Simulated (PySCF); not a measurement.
Compound: C2H6GeOSi.
Numbering: `[CH:1]#[C:2][GeH2:3][O:4][SiH3:5]` (hydrogens: H6 on C1; H7, H8 on Ge3; H9, H10, H11 on Si5)

Level: CAM-B3LYP/def2-SVPD in PySCF, non-relativistic, on one gas-phase PBE0-D3(BJ)/def2-SVP geometry that isn't relaxed in the solvent. The solvent is an IEF-PCM continuum (cavity from Bondi-type radii × 1.2), and excitations are vertical TDDFT with non-equilibrium linear response and a frozen core. Only the electrostatic response of the medium enters. Spin–orbit coupling is left out although an atom past zinc is present.

Gas-phase singlets (H = HOMO, L = LUMO):

| state | E (eV) | λ (nm) | f | leading configurations |
| --- | --- | --- | --- | --- |
| S1 | 5.883 | 211 | 0.000 | H→L 58%, H-2→L 13% |
| S2 | 6.260 | 198 | 0.004 | H-1→L 45%, H→L+2 28% |
| S3 | 6.382 | 194 | 0.000 | H-1→L+2 81% |
| S4 | 6.864 | 181 | 0.001 | H-2→L 67%, H→L 20% |
| S5 | 7.285 | 170 | 0.014 | H-3→L 70% |

Problem. How does the list change in chloroform (ε = 4.711)?

Solution. 
| state | E (eV) | λ (nm) | f | leading configurations | change by rank (eV) |
| --- | --- | --- | --- | --- | --- |
| S1 | 5.920 | 209 | 0.000 | H→L 61%, H-2→L 11% | +0.037 |
| S2 | 6.294 | 197 | 0.006 | H-1→L 45%, H→L+2 29% | +0.034 |
| S3 | 6.426 | 193 | 0.000 | H-1→L+2 84% | +0.044 |
| S4 | 6.903 | 180 | 0.002 | H-2→L 70%, H→L 18% | +0.039 |
| S5 | 7.331 | 169 | 0.020 | H-3→L 72% | +0.046 |

Problem. The ground-state energy changes by -0.092 eV from gas to chloroform. By how much does the total energy of gas-phase S3 change?

Solution. E(S3) = E(S0) + excitation energy, so it changes by -0.092 + 0.044 = -0.048 eV: it is lowered less than the ground state, which is what a blue shift means. This is the vertical state, with the slow part of the continuum still set for S0.

Problem. How do the frontier levels move from gas to chloroform?

Solution. 
| orbital | gas (eV) | solvent (eV) | change (eV) | Löwdin shares, gas | Löwdin shares, solvent |
| --- | --- | --- | --- | --- | --- |
| LUMO+2 | 1.04 | 1.12 | +0.08 | C1 30 %, C2 27 %, Ge3 19 %, H6 8 % | C1 31 %, C2 27 %, Ge3 19 %, H6 7 % |
| LUMO+1 | 0.94 | 1.03 | +0.09 | Ge3 41 %, C1 11 %, H8 11 %, H7 9 % | Ge3 38 %, C1 12 %, Si5 10 %, C2 10 % |
| LUMO | 0.24 | 0.31 | +0.07 | Ge3 24 %, C2 17 %, C1 17 %, O4 11 % | Ge3 23 %, C2 17 %, C1 17 %, O4 11 % |
| HOMO | -9.69 | -9.65 | +0.04 | C2 27 %, C1 27 %, O4 12 %, Ge3 10 % | C2 28 %, C1 28 %, Ge3 11 %, O4 11 % |
| HOMO-1 | -9.91 | -9.90 | +0.01 | C2 41 %, C1 40 %, O4 9 % | C2 42 %, C1 41 %, O4 7 % |
| HOMO-2 | -10.01 | -10.03 | -0.02 | O4 30 %, Si5 17 %, C2 13 %, C1 12 % | O4 32 %, Si5 17 %, C2 12 %, H9 11 % |
| HOMO-3 | -10.31 | -10.34 | -0.03 | O4 27 %, Si5 24 %, H10 17 %, H9 8 % | O4 28 %, Si5 24 %, H10 17 %, H9 9 % |

The HOMO–LUMO gap goes from 9.93 to 9.96 eV. Rows go by rank; for LUMO+1 and LUMO+2 the atom shares or the degeneracy differ between the runs, so the row needn't follow one orbital.

Conformer computed: `[CH:1]#[C:2][GeH2:3][O:4][SiH3:5]`: C2–Ge3–O4–Si5 40°.
